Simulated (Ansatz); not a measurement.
```xyz
2

S    -0.0739    0.1373   -0.1087
H    -0.0046    0.0290    1.3694
```

Basis set: cc-pVDZ (spherical functions). Frozen core: 5 orbitals. Charge 0, multiplicity 2.

Computed with Ansatz (development build ahead of 0.2.0); each method stands on the lowest determinant of its kind that the runs found.

Task: Give the atomization energy at this shape (free ground-state atoms in the same class of orbitals less the molecule, no zero-point energy) of doublet SH by UHF-MP2, UHF.

Result:

```csv
method,atomization energy
UHF-MP2,71.61 kcal/mol
UHF,53.06 kcal/mol
```

Caution: the shape is not the minimum.
